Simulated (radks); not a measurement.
The numbers below are computed, except where a source is named.
Problem. The table gives one normalised radial function P(r) = r R(r) (large component) of B3+ in 1s1.75 2p0.25 (r in bohr). Level of theory: Dirac Kohn-Sham, BLYP, spin-unpolarised, spherical densities, finite nucleus; open shells fill j = l - 1/2 first; Fermi nuclear charge, rms radius 2.406 fm (a radial shooting solver on a logarithmic mesh with Libxc functionals).

r	P
0.01107	0.0008
0.01353	0.0012
0.01652	0.0018
0.02002	0.0026
0.02445	0.0038
0.02986	0.0056
0.03618	0.0080
0.0442	0.0117
0.05398	0.0171
0.06541	0.0243
0.07989	0.0350
0.09758	0.0501
0.1182	0.0700
0.1444	0.0982
0.1764	0.1360
0.2137	0.1835
0.261	0.2465
0.3188	0.3246
0.3863	0.4133
0.4718	0.5171
0.5763	0.6255
0.6983	0.7233
0.8529	0.8023
1.042	0.8380
1.262	0.8156
1.542	0.7277
1.883	0.5841
2.282	0.4188
2.787	0.2529
3.404	0.1250
4.124	0.0506
5.037	0.0149

Which n and l does it have? It may be an empty orbital.

Solution. n = 2, l = 1: the number of nodes gives n - l - 1 = 0, the rise at small r points to l (for j = l - 1/2 the large component starts outside the nucleus as r^gamma with gamma = sqrt(l^2 - (Z/c)^2) = 1.00 and the r^(l+1) term takes over further out; the orbital of l - 1 with the same j starts with the same power, but with a larger coefficient, and does not steepen), and the extent must fit the shell. The curve is that of 2p1/2; the two j differ most near the nucleus, where j = l - 1/2 has the larger amplitude, and in heavy atoms j = l - 1/2 is also the more compact. 2p1/2: eigenvalue -40.721 eV, 0 radial nodes, <r> = 1.36 bohr, 90 % of the charge inside 2.20 bohr.
